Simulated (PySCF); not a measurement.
C5H14Al2O2.
Geometry (PBE0-D3(BJ)/def2-SVP, Å), atoms numbered from 1 in this order:
```
atom  x, y, z in Å
C1     2.8963   -0.7693   -0.4730
C2     1.7839   -0.1542   -0.0367
C3     1.8630    1.0395    0.8762
Al4    0.0498   -0.8426   -0.6292
O5    -1.1710   -0.8928    0.7811
C6    -1.1408   -1.6691    1.9570
Al7   -2.3157    0.4793    0.2609
O8    -1.0911    0.5444   -1.1389
C9    -1.0088    1.4063   -2.2503
H10    2.8569   -1.6411   -1.1378
H11    3.9048   -0.4339   -0.1880
H12    2.9013    1.3361    1.1021
H13    1.3461    1.9116    0.4404
H14    1.3504    0.8430    1.8338
H15   -0.0314   -2.1082   -1.5895
H16   -1.8359   -2.5205    1.8803
H17   -0.1246   -2.0574    2.1274
H18   -1.4226   -1.0562    2.8279
H19   -2.1844    1.7387    1.2279
H20   -3.7362   -0.0579   -0.2145
H21    0.0019    1.3661   -2.6853
H22   -1.7370    1.1162   -3.0247
H23   -1.2076    2.4458   -1.9449
```

All values: PBE0/pcSseg-1 (PySCF, non-relativistic), on one gas-phase PBE0-D3(BJ)/def2-SVP geometry that isn't relaxed in the solvent. The solvent is an IEF-PCM continuum (cavity from Bondi-type radii × 1.2). The model holds no explicit solvent molecules, cavitation or dispersion.

```tsv
run	E − E(gas) (kcal/mol)	HOMO (eV)	HOMO–LUMO gap (eV)	dipole (D)
gas	0.00	-7.25	6.85	0.57
P	-4.95	-7.26	6.99	0.74
Q	-5.67	-7.27	7.01	0.77
```

Question: The runs were made in chloroform and tetrahydrofuran. Which run belongs to which solvent?

Answer: P = chloroform, Q = tetrahydrofuran. The dielectric constants are 4.711 (chloroform), 7.426 (tetrahydrofuran), and the energy falls further as ε rises. In this model the ground state sees the solvent through ε alone.

Question: How constant is the ratio of the lowering to (ε − 1)/(2ε + 1)?

Answer: 
```json
{"solvent": "chloroform", "(ε − 1)/(2ε + 1)": "0.356", "E − E(gas) (kcal/mol)": "-4.95", "ratio (kcal/mol)": "-13.9", "polarisation term (kcal/mol)": "-5.41"}
{"solvent": "tetrahydrofuran", "(ε − 1)/(2ε + 1)": "0.405", "E − E(gas) (kcal/mol)": "-5.67", "ratio (kcal/mol)": "-14.0", "polarisation term (kcal/mol)": "-6.26"}
```

The ratio changes by +0.5 % in size from chloroform to tetrahydrofuran. The polarisation term is half the interaction of the solute with the induced surface charges.
